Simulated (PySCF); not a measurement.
Si(Cl)(Br)(OH)(OMe) (CH4BrClO2Si), SMILES CO[Si](O)(Cl)Br.

Coordinates come from a B3LYP-D3(BJ)/def2-SVP optimisation. Other conformers were not sampled.

Two levels are set side by side: PBE/def2-TZVP (PySCF) and M06-2X/def2-TZVP (PySCF). Same geometry, gas phase. Differences are taken from unrounded values.

```
quantity                     M06-2X    PBE  PBE minus M06-2X
---------------------------  ------  -----  ----------------
orbital gap (eV)              10.72   6.18             -4.53
highest occupied level (eV)   -9.92  -7.21              2.71
lowest empty level (eV)        0.80  -1.02             -1.82
dipole moment (D)              1.76   1.68             -0.09
mean polarisability (bohr³)    71.0   75.0               4.0
```

PBE's occupied levels lie high since its potential decays too fast outside the molecule; exact exchange lowers them and widens the gap. PBE's more diffuse valence density responds more strongly to a field. Differences between two approximate levels are no errors against the true value.

Rough cost on one machine, each run with all the roots and properties that it gave: M06-2X against PBE about 3 times.
